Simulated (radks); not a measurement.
Values are calculated unless marked as measured or tabulated.
Species: Lu V. Configuration: [Xe] 4f13. Level of theory: scalar-relativistic Kohn-Sham, PBEsol, spin-polarised, spherical densities, point nucleus; open shells are filled with parallel spins first (spin-orbit coupling, left out, can overturn this in heavy ions) (a radial shooting solver on a logarithmic mesh with Libxc functionals).

Normalised radial functions P(r) = r R(r), r in bohr:

```
   r/bohr * 5s up, o 5s down, + 4f up (the largest magnitude, 1.22, reaches the edge; | marks zero, & curves that meet)
  0.00126                             + &
 0.001455                             + &
 0.001681                             + &
 0.001941                             + &
 0.002241                             + &
 0.002589                             + &
  0.00299                             +  &
 0.003425                             +  &
 0.003956                             +  &
 0.004568                             +  &
 0.005276                             +   &
 0.006093                             +   &
 0.007037                             +   &
 0.008126                             +   &
 0.009385                             +   &
  0.01084                             +   &
  0.01252                             +  &
  0.01446                             +  &
   0.0167                             + &
  0.01928                             +&
  0.02227                             &
  0.02572                            &+
   0.0297                           & +
   0.0343                         &   +
  0.03961                        &    +
  0.04575                       &     +
  0.05283                       &     +
  0.06102                       &     |+
   0.0699                        &    |+
  0.08073                          &  | +
  0.09324                             & +
   0.1077                             |  o&
   0.1244                             |    + &
   0.1436                             |      + &
   0.1659                             |        &
   0.1915                             |      &    +
   0.2212                             |  &           +
   0.2555                          &  |                  +
    0.295                     &       |                     +
   0.3407                 &           |                       +
   0.3935                &            |                         +
   0.4545                   &         |                          +
   0.5249                         &   |                          +
   0.6061                             |   &                    +
      0.7                             |            &         +
   0.8085                             |                   &
   0.9337                             |                +      &
    1.078                             |             +         &
    1.245                             |          +          &
    1.427                             |       +         &
    1.648                             |     +      &
    1.903                             |   +   &
    2.198                             | +  &
    2.538                             |+&
    2.931                             |&
    3.385                             &
    3.909                             &
    4.515                             &
    5.214                             &
    6.022                             &
```

5s up: eigenvalue -105.97 eV, 4 radial nodes at r = 0.0231, 0.0922, 0.240, 0.565 bohr, <r> = 1.14 bohr, 90 % of the charge inside 1.64 bohr. 5s down: eigenvalue -105.55 eV, 4 radial nodes at r = 0.0231, 0.0922, 0.240, 0.565 bohr, <r> = 1.14 bohr, 90 % of the charge inside 1.64 bohr. 4f up: eigenvalue -58.044 eV, 0 radial nodes, <r> = 0.681 bohr, 90 % of the charge inside 1.15 bohr.
